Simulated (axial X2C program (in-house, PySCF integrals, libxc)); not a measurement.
## Which molecule has these constants?

All values come from calculations with an axial X2C code built on PySCF integrals, spin-free (one-electron X2C) or two-component (2c: spin–orbit coupling with atomic mean-field Coulomb and Gaunt terms, which also bring small scalar terms), in Dyall basis sets with cores contracted in-house; open shells are unrestricted.

A two-component PBE0 calculation in a Dyall 3-zeta basis gave Re = 1.670 Å, ωe = 982.6 cm⁻¹, dipole magnitude 3.03 D, Ω = 0.

Question: Which molecule is it?
A. RhC
B. LiRh
C. RhO
D. RhB
E. BeRh

Answer: D. The others have LiRh 2.390 Å and 367.0 cm⁻¹ (Ω = 3); RhO 1.690 Å and 865.8 cm⁻¹ (Ω = 3/2); RhC 1.588 Å and 1131.3 cm⁻¹ (Ω = 1/2); BeRh 1.906 Å and 659.7 cm⁻¹ (Ω = 5/2).

Each entry is the lowest single determinant of a limited PBE0 search at one distance. De goes to single-determinant-based atoms at the same level (for ions the charge split of lowest energy) and is withheld (n/a) where an atom does not fit its ground term or J level. Main or longest-lived isotopes. One determinant is a doubtful description, or other states lie close, for LiRh, RhO, BeRh; these need not be ground states, and all values refer to the states named. With several unpaired electrons the Ω given is that of one determinant, not necessarily of the lowest component. The functionals have no current term, which raises determinants with orbital currents.
